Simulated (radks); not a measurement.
Question: Species: S3+. Configuration: [Ne] 3s2 3p1. All-electron calculation, scalar-relativistic Kohn-Sham, Slater X-alpha with alpha = 0.577, spin-polarised, spherical densities, finite nucleus; open shells are filled with parallel spins first; Fermi nuclear charge, rms radius 3.2611 fm. Program: a radial shooting solver on a logarithmic mesh with Libxc functionals. Some entries of the table are withheld. Estimate them.

orbital  occ.  eigenvalue (eV)  <1/r> (bohr^-1)
1s up       1        -2420.811            15.58
1s down     1        -2420.618            15.58
2s up       1        -245.3212            3.041
2s down     1        -245.0809            3.042
2p up       3        -191.1969              (1)
2p down     3        -190.9032              (2)
3s up       1         -49.9946              (3)
3s down     1         -48.3287              (4)
3p up       1              (5)           0.8024
3p down     0              (6)           0.7994

Answer: 
(1) 2p up <1/r> (bohr^-1): 2.942
(2) 2p down <1/r> (bohr^-1): 2.944
(3) 3s up <1/r> (bohr^-1): 0.8995
(4) 3s down <1/r> (bohr^-1): 0.8995
(5) 3p up eigenvalue (eV): -38.3192
(6) 3p down eigenvalue (eV): -36.6943
